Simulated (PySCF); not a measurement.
# Broadened absorption spectrum of CH9ClO2Si3

Species: CH₉ClO₂Si₃.
SMILES with atom numbers: `[CH3:1][O:2][Si@H:3]([Cl:4])[O:5][SiH2:6][SiH3:7]` (hydrogens: H8, H9, H10 on C1; H11 on Si3; H12, H13 on Si6; H14, H15, H16 on Si7)

Method used: PySCF 2.14.0, density-fitted response routines, TDDFT B3LYP/def2-SVPD, vertical, gas phase, core orbitals frozen in the response. The structure is a single GFN2-xTB conformer in the gas phase; no vibrational or solvent corrections. Torsions of this conformer, `[CH3:1][O:2][Si@H:3]([Cl:4])[O:5][SiH2:6][SiH3:7]`: C1–O2–Si3–Cl4 -54°, O2–Si3–O5–Si6 22°, Si3–O5–Si6–Si7 -27°.

Computed states:

| state | E (eV) | f |
| --- | --- | --- |
| S1 | 6.53 | 0.026 |
| S2 | 6.95 | 0.0018 |
| S3 | 7.18 | 0.022 |
| S4 | 7.24 | 0.011 |
| S5 | 7.48 | 0.012 |
| S6 | 7.59 | 0.014 |
| S7 | 7.68 | 0.091 |
| S8 | 7.73 | 0.0027 |

Broadening: Gaussians 0.5 eV wide at half height, area fixed by f = 4.319×10⁻⁹ ∫ε dν̃. The width is an assumption, not a result. The curve ends short of the highest state used, and states not computed would add to its high-energy end.

(1) Give the broadened spectrum and its maxima.

(2) On this curve, what absorbance would a 10⁻³ mol/L sample give at 193 nm over a 1 cm path?

(3) Coming from long wavelengths, where does ε first pass 100 L mol⁻¹ cm⁻¹?

## Answers

(1) 
```csv
E (eV),ε (L mol⁻¹ cm⁻¹)
5.78,3
5.84,7
5.90,18
5.95,35
6.01,72
6.07,138
6.13,244
6.19,398
6.25,600
6.31,834
6.37,1072
6.43,1273
6.48,1386
6.54,1433
6.60,1384
6.66,1266
6.72,1125
6.78,1017
6.84,990
6.90,1070
6.96,1259
7.01,1485
7.07,1812
7.13,2173
```

Maxima: 190 nm (6.54 eV), ε about 1400, made up of S1 (98%) (ε in L mol⁻¹ cm⁻¹; maxima over ε = 5, shares over 10%). At its high-energy end, 7.13 eV, the curve is still rising (ε about 2200, from S3 and S4).

(2) 193 nm is 6.424 eV, where ε is about 1300 L mol⁻¹ cm⁻¹, so A = ε c l ≈ 1.3 (Beer–Lambert, with the gas-phase spectrum and the assumed width).

(3) At about 205 nm (6.04 eV), 0.49 eV below S1.
